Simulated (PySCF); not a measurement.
## Sn⁺ (tin, charge +1) across methods

[Kr] 4d10 5s1 5p2, 5s spin antiparallel (an excited configuration). Computed with PySCF 2.14 in x2c-TZVPPall, with the spin-free X2C one-electron Hamiltonian (Gaussian nucleus).

```
 method  E (hartree)  mean ε 4d α (eV)  mean ε 5s β (eV)  mean ε 5p α (eV)  Σ⟨r²⟩ (bohr²)   ⟨S²⟩
    PBE     -6175.49           -35.313           -18.381           -11.336          48.37  1.750
wB97X-V     -6175.60           -40.572           -21.644           -13.843          48.54  1.750
 PBEsol     -6172.64           -35.286           -18.434           -11.350          48.23  1.750
   PBE0     -6175.56           -38.124           -19.333           -12.075          48.59  1.750
    LDA     -6169.90           -35.471           -18.792           -11.455          48.14  1.750
 r2SCAN     -6175.92           -36.116           -18.612           -11.558          48.59  1.750
    M06     -6176.03           -38.181           -19.870           -11.850          48.35  1.750
    UHF  -6173.19023           -45.471           -21.255           -13.518          50.26  1.750
```

(1) Estimate the same row for MN15.

With the s spin flipped the determinant is a mixture of two multiplicities, not a spectroscopic state.

## Answers

(1) E (hartree) = -6179.98; mean ε 4d α (eV) = -38.733; mean ε 5s β (eV) = -20.163; mean ε 5p α (eV) = -12.711; Σ⟨r²⟩ (bohr²) = 48.27; ⟨S²⟩ = 1.750.
